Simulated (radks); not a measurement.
Problem. The mean radii <r> (bohr) of the occupied orbitals of an atom or ion are listed with their occupations. Calculated with a radial shooting solver on a logarithmic mesh with Libxc functionals: scalar-relativistic Kohn-Sham, Slater X-alpha with alpha = 0.882, spin-polarised, spherical densities, point nucleus.

| orbital | occ. | <r> |
|---|---|---|
| 1s down | 1 | 0.01713 |
| 1s up | 1 | 0.01713 |
| 2s up | 1 | 0.07223 |
| 2s down | 1 | 0.07223 |
| 2p up | 3 | 0.06509 |
| 2p down | 3 | 0.06509 |
| 3s up | 1 | 0.1866 |
| 3s down | 1 | 0.1866 |
| 3p up | 3 | 0.1876 |
| 3p down | 3 | 0.1876 |
| 3d up | 5 | 0.1697 |
| 3d down | 5 | 0.1697 |
| 4s up | 1 | 0.4134 |
| 4s down | 1 | 0.4134 |
| 4p up | 3 | 0.4398 |
| 4p down | 3 | 0.4397 |
| 4d up | 5 | 0.4649 |
| 4d down | 5 | 0.4648 |
| 5s up | 1 | 0.9450 |
| 5s down | 1 | 0.9436 |
| 4f up | 7 | 0.5081 |
| 4f down | 7 | 0.5075 |
| 5p up | 3 | 1.093 |
| 5p down | 3 | 1.091 |
| 5d up | 5 | 1.578 |
| 5d down | 4 | 1.587 |

Name the element and its charge. Open shells, if any, are filled with parallel spins first.

Solution. Z = 78, platinum, charge +1: Pt+ in [Xe] 4f14 5d9. The 1s radius gives Z: for a bare nucleus <r> = (2 gamma + 1)/(2Z) with gamma = sqrt(1 - (Z/c)^2), 0.01695 bohr for Z = 78, and screening makes it slightly larger (0.01713 here). The occupations add up to 77, and the charge is Z minus that.
